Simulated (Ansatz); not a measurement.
All numbers were calculated with Ansatz.

A structure relaxed at PBE0-D4/def2-TZVP, charge 0, multiplicity 1:

```xyz
3

F     0.134   -0.979   -1.648
Cd    0.000    0.000    0.000
F    -0.134    0.979    1.648
```

Give its formula and SMILES.

CdF2, `[F][Cd][F]`.

Point group (tolerance 0.08 Å, 0.16 Å for H)?

D∞h.

Summarise the bond lengths by kind.

2 × Cd–F 1.921 Å.
